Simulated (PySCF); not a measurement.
C4H12N (SMILES C[N+](C)(C)C), charge +1, singlet, geometry from GFN2-xTB; CCSD/STO-3G run with PySCF.

Here is a job for PySCF.
```python
from pyscf import gto, scf, cc

mol = gto.M(
    atom='''
C    -0.253427   -0.622842   -1.311803
N     0.000000    0.000000    0.000000
C     0.069351    1.464142   -0.156408
C    -1.093571   -0.343916    0.926720
C     1.277647   -0.497384    0.541491
H    -1.194908   -0.264612   -1.724653
H    -0.307283   -1.705567   -1.211971
H     0.547009   -0.377351   -2.007645
H     0.256317    1.938503    0.805458
H    -0.868423    1.846340   -0.555988
H     0.873494    1.733601   -0.838981
H    -2.044701    0.017517    0.539579
H    -1.157076   -1.423437    1.052261
H    -0.919961    0.109679    1.901025
H     1.241374   -1.578668    0.662609
H     2.095667   -0.250453   -0.133066
H     1.478490   -0.045551    1.511372
''',
    basis='sto-3g',
    charge=1,
    spin=0,
    verbose=4,
)

mf = scf.RHF(mol)
mf.kernel()

mycc = cc.CCSD(mf)
mycc.kernel()
print('E(CCSD) = %.10f' % mycc.e_tot)
mf.analyze()
```

The log (banner, timings and long lists left out):

```
PySCF version 2.14.0

[INPUT] verbose = 4
[INPUT] num. atoms = 17
[INPUT] num. electrons = 42
[INPUT] charge = 1
[INPUT] spin (= nelec alpha-beta = 2S) = 0
[INPUT] symmetry False subgroup None
[INPUT] Mole.unit = angstrom
[INPUT] Symbol           X                Y                Z      unit          X                Y                Z       unit  Magmom
[...]
nuclear repulsion = 216.388243973864
number of shells = 27
number of NR pGTOs = 111
number of NR cGTOs = 37
basis = sto-3g
ecp = {}

******** <class 'pyscf.scf.hf.RHF'> ********
method = RHF
initial guess = minao
damping factor = 0
level_shift factor = 0
DIIS = <class 'pyscf.scf.diis.CDIIS'>
diis_start_cycle = 1
diis_space = 8
diis_damp = 0
SCF conv_tol = 1e-09
SCF conv_tol_grad = None
SCF max_cycles = 50
direct_scf = True
direct_scf_tol = 1e-13
Set gradient conv threshold to 3.16228e-05
Initial guess from minao.
init E= -211.324247203399
[...]
cycle= 1 E= -210.14735239785  delta_E= 1.18  |g|= 0.43  |ddm|= 4.54
[...]
cycle= 2 E= -210.205116767707  delta_E= -0.0578  |g|= 0.141  |ddm|= 0.721
[...]
cycle= 3 E= -210.210881983272  delta_E= -0.00577  |g|= 0.0262  |ddm|= 0.192
[...]
cycle= 4 E= -210.211150533062  delta_E= -0.000269  |g|= 0.00372  |ddm|= 0.0492
[...]
cycle= 5 E= -210.211155255343  delta_E= -4.72e-06  |g|= 0.000303  |ddm|= 0.00554
[...]
cycle= 6 E= -210.211155295857  delta_E= -4.05e-08  |g|= 2.32e-05  |ddm|= 0.000563
[...]
cycle= 7 E= -210.211155296093  delta_E= -2.35e-10  |g|= 2.12e-06  |ddm|= 4.56e-05
[...]
Extra cycle  E= -210.211155296094  delta_E= -1.42e-12  |g|= 4.7e-07  |ddm|= 3.45e-06
converged SCF energy = -210.211155296094

******** <class 'pyscf.cc.ccsd.CCSD'> ********
CC2 = 0
CCSD nocc = 21, nmo = 37
max_cycle = 50
direct = 0
conv_tol = 1e-07
conv_tol_normt = 1e-05
diis_space = 6
diis_start_cycle = 0
diis_start_energy_diff = 1e+09
Init t2, MP2 energy = -210.482304945084  E_corr(MP2) -0.271149648989641
Init E_corr(CCSD) = -0.271149648989724
cycle = 1  E_corr(CCSD) = -0.326845380697253  dE = -0.0556957317  norm(t1,t2) = 0.0599634
cycle = 2  E_corr(CCSD) = -0.343812186356305  dE = -0.0169668057  norm(t1,t2) = 0.0212651
cycle = 3  E_corr(CCSD) = -0.353547816979533  dE = -0.00973563062  norm(t1,t2) = 0.00856783
cycle = 4  E_corr(CCSD) = -0.353845135046346  dE = -0.000297318067  norm(t1,t2) = 0.00115528
cycle = 5  E_corr(CCSD) = -0.353823134152588  dE = 2.20008938e-05  norm(t1,t2) = 0.000238971
cycle = 6  E_corr(CCSD) = -0.353825637290946  dE = -2.50313836e-06  norm(t1,t2) = 5.2478e-05
cycle = 7  E_corr(CCSD) = -0.353825853785288  dE = -2.16494341e-07  norm(t1,t2) = 1.32248e-05
cycle = 8  E_corr(CCSD) = -0.353826019905283  dE = -1.66119996e-07  norm(t1,t2) = 4.80659e-06
cycle = 9  E_corr(CCSD) = -0.353826066415588  dE = -4.65103051e-08  norm(t1,t2) = 1.32844e-06
CCSD converged
E(CCSD) = -210.5649813625096  E_corr = -0.3538260664155884
E(CCSD) = -210.5649813625
**** SCF Summaries ****
Total Energy =                        -210.211155296094006
Nuclear Repulsion Energy =             216.388243973863638
One-electron Energy =                 -701.916991012977746
Two-electron Energy =                  275.317591743020103
Two-electron Coulomb Energy =          306.640139179537641
DFT Exchange-Correlation Energy =      -31.322547436517539
HOMO-LUMO gap [eV] =                    27.831624787340107
**** MO energy ****
[...]
 ** Mulliken pop on meta-lowdin orthogonal AOs  **
 ** Mulliken pop  **
[...]
 ** Mulliken atomic charges  **
charge of    0C =     -0.01875
charge of    1N =      0.08348
charge of    2C =     -0.01875
charge of    3C =     -0.01875
charge of    4C =     -0.01875
charge of    5H =      0.08263
charge of    6H =      0.08263
charge of    7H =      0.08263
charge of    8H =      0.08263
charge of    9H =      0.08263
charge of   10H =      0.08263
charge of   11H =      0.08263
charge of   12H =      0.08263
charge of   13H =      0.08263
charge of   14H =      0.08263
charge of   15H =      0.08263
charge of   16H =      0.08263

WARN: System has nonzero charge 1; the dipole moment is origin-dependent.
Location of origin: [0. 0. 0.]

Dipole moment(X, Y, Z, Debye): -0.00000,  0.00000,  0.00000
```
